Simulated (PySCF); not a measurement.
C6H5O3 (doublet state).
Cartesian coordinates in Å at the GFN2-xTB level; atoms count from 1:
```xyz
14
C6H5O3 angstrom
C      2.7228   -0.1185   -0.5118
O      1.3596    0.2672   -0.4904
C      0.5447   -0.5069    0.2455
O      0.9154   -1.4816    0.8667
C     -0.8220   -0.0400    0.2079
C     -2.0298   -0.4977    0.7999
C     -2.8132    0.4990    0.2535
C     -1.6048    1.0815   -0.4292
O     -1.3814    2.0057   -1.1432
H      3.1382   -0.1059    0.4989
H      3.2316    0.6039   -1.1447
H      2.8267   -1.1277   -0.9181
H     -2.2346   -1.3320    1.4450
H     -3.8540    0.7527    0.2977
```

The hyperfine couplings belong to this conformer and change with its torsions.

Identity: `COC(=O)C1=C[CH]C1=O` [radical].

Computed, not measured: UKS B3LYP, pcH-1 on C H O, non-relativistic, mean-field spin-orbit, GIAO in PySCF 2.14.0. Isolated species at its GFN2-xTB geometry (one conformer only). Couplings are sensitive to structure, and on GFN2-xTB geometries they can be far from those on DFT ones. Stability of the SCF solution: not tested.

The Mulliken spin populations are largest on C5 (+0.63), C7 (+0.55), C6 (-0.21) and O4 (+0.12). The positive populations add up to 1.36 and the negative ones to -0.36, together 2S = 1. The angles at C5 add up to 360.0°, so it is planar.

Problem. Test a(H) = Q·ρ(C) for the protons on planar carbons with a spin population beyond ±0.08.

Solution. 
```tsv
H	C	ρ(C)	a(H) (G)	a/ρ (G)
H13	C6	-0.206	+2.97	-14.4
H14	C7	+0.553	-13.69	-24.7
```

A least-squares line through the origin gives Q = -23.5 G with Mulliken populations. Where ρ is negative the coupling is positive.

Couplings in gauss use g_iso = 2.0037.

The run took 62 s wall (with the writing of density and orbital grids) on one thread, Arm Neoverse V2 (aarch64), shared host with 32 logical CPUs at a one-minute load of 12, and the process peaked at 0.96 GiB of memory.
